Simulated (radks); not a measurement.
Problem. The table gives one normalised radial function P(r) = r R(r) of Pb in [Xe] 4f14 5d10 6s1 6p2 5f1 (r in bohr). Method: scalar-relativistic Kohn-Sham, PBE, spin-polarised, spherical densities, finite nucleus; open shells are filled with parallel spins first (spin-orbit coupling, left out, can overturn this in heavy ions); Fermi nuclear charge, rms radius 5.5012 fm; computed with a radial shooting solver on a logarithmic mesh with Libxc functionals.

| r | P |
|---|---|
| 0.001045 | 0.0000 |
| 0.001497 | 0.0000 |
| 0.002146 | 0.0001 |
| 0.003076 | 0.0002 |
| 0.004409 | 0.0006 |
| 0.006319 | 0.0015 |
| 0.008985 | 0.0038 |
| 0.01288 | 0.0096 |
| 0.01846 | 0.0232 |
| 0.02646 | 0.0531 |
| 0.03792 | 0.1113 |
| 0.05436 | 0.2050 |
| 0.07791 | 0.3091 |
| 0.1108 | 0.3320 |
| 0.1588 | 0.1426 |
| 0.2276 | -0.2518 |
| 0.3262 | -0.5017 |
| 0.4676 | -0.2001 |
| 0.6702 | 0.5002 |
| 0.9606 | 0.9687 |
| 1.366 | 0.8771 |
| 1.958 | 0.4847 |
| 2.806 | 0.1678 |
| 4.022 | 0.0322 |
| 5.765 | 0.0027 |
| 8.263 | 0.0001 |
| 11.84 | 0.0000 |
| 16.84 | 0.0000 |
| 24.14 | 0.0000 |
| 34.6 | 0.0000 |
| 49.59 | 0.0000 |

Which n and l does it have? It may be an empty orbital.

Solution. n = 5, l = 2: the number of nodes gives n - l - 1 = 2, the rise at small r (about r^(l+1), flatter next to the nucleus through relativity) gives l, and the extent must fit the shell. The curve is that of 5d down; the table hardly tells the two spins apart. 5d down: eigenvalue -28.208 eV, 2 radial nodes at r = 0.183, 0.523 bohr, <r> = 1.28 bohr, 90 % of the charge inside 1.94 bohr.
